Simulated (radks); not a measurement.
Results of a calculation; reference values are marked as such.
Successive ionisation energies (eV) of one element, from differences of total energies of ions in their ground configurations, starting at charge 0: 7.552, 22.863, 37.179, 253.17, 334.24. Code: a radial shooting solver on a logarithmic mesh with Libxc functionals. Model: scalar-relativistic Kohn-Sham, exchange-only LDA, spin-polarised, spherical densities, point nucleus; open shells are filled with parallel spins first. Which element is it?

Answer. Boron (Z = 5). The first species listed is B in [He] 2s2 2p1, the last B4+ in 1s1.
